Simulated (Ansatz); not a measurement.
Molecule: C₆H₈, net charge 0, singlet state. SMILES: C12CCC=1CC2
Geometry from a B3LYP-D3(BJ)/def2-TZVP (Ansatz, an electronic-structure program) optimisation:
```xyz
14

C      1.5931    -0.6391    -0.1154
C      1.4364     0.9221     0.2153
C     -0.0643     0.6399     0.1356
C      0.0643    -0.6399    -0.1356
C     -1.4364    -0.9221    -0.2153
C     -1.5931     0.6391     0.1154
H      2.0950    -0.8500    -1.0619
H      2.0723    -1.2202     0.6750
H      1.8503     1.5867    -0.5457
H      1.8276     1.2165     1.1911
H     -1.8276    -1.2165    -1.1911
H     -1.8503    -1.5867     0.5457
H     -2.0723     1.2202    -0.6750
H     -2.0950     0.8500     1.0619
```

Computed values are from Ansatz. Cores are frozen in the correlated levels unless marked. Open shells are spin-unrestricted. No spin-orbit coupling. Non-relativistic. CBS(X,Y): correlation extrapolated as X^-3; Hartree-Fock from the larger set. The bracket is a focal-point correction in the basis named.

```yaml
atomisation energy De: 5889.5 kJ/mol at CCSD(T)/CBS(cc-pVTZ,cc-pVQZ)
vertical ionisation energy (to the doublet): 9.07 eV at RI-MP2/CBS(aug-cc-pVTZ,aug-cc-pVQZ)+[CCSD(T)-MP2]/aug-cc-pVTZ
vertical_triplet_singlet_gap: 4.92 eV at RI-MP2/CBS(aug-cc-pVTZ,aug-cc-pVQZ)+[CCSD(T)-MP2]/aug-cc-pVTZ
total_energy: -232.9797 Eh at CCSD(T)/CBS(cc-pVTZ,cc-pVQZ)
dipole_moment: 0.00 D at CCSD(T)/aug-cc-pVDZ
T1 diagnostic: 0.010 at CCSD/cc-pVQZ
measured_dipole_moment: 0.00 D (NIST CCCBDB, as tabulated in the package chemicals; older table, unchecked)
```
